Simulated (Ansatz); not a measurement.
Ti3H⁺, relaxed as a singlet with RKS r2SCAN-D4/def2-TZVP in Ansatz, starting from the GFN1-xTB geometry. Force threshold 0.02 eV/Å.

The restricted singlet is unstable towards broken spin symmetry at other levels; at r2SCAN-D4/def2-TZVP this wasn't settled. The relaxation made no stability test and no search for a lower SCF solution. At r2SCAN-D4/def2-TZVP a triplet of charge 1 lies 1.31 eV below the restricted singlet, each at its own geometry. That triplet is doubtful there (⟨S²⟩ 4.33, where a pure state has 2.00). The structure comes from a short search, and lower isomers may exist.

Start:

```xyz
4

Ti   -1.094   -0.045    1.802
Ti   -1.870    0.267   -0.970
Ti    0.717   -0.063   -0.223
H     2.247   -0.158   -0.609
```

Question: Estimate the energy that the relaxation releases and the steps that it takes.

Answer: 2.66 eV, in 13 steps; 61 s on 4 threads of Intel Xeon Platinum 8175M on a shared host. No frequencies were taken in this run, so the end may be a saddle point.

Question: Does the start keep its bonding?

Answer: Bonds formed: Ti1–H4 (atoms count from 1).

Question: Predict the relaxed structure.

Answer: 
```xyz
4

Ti   -0.170   -0.087    1.259
Ti   -1.740    0.205   -0.470
Ti    0.502    0.048   -1.170
H     1.407   -0.167    0.380
```
Bond lengths (bridged metal pairs left out): 2 × Ti–Ti 2.35 Å; 2 × H–Ti 1.81 Å.
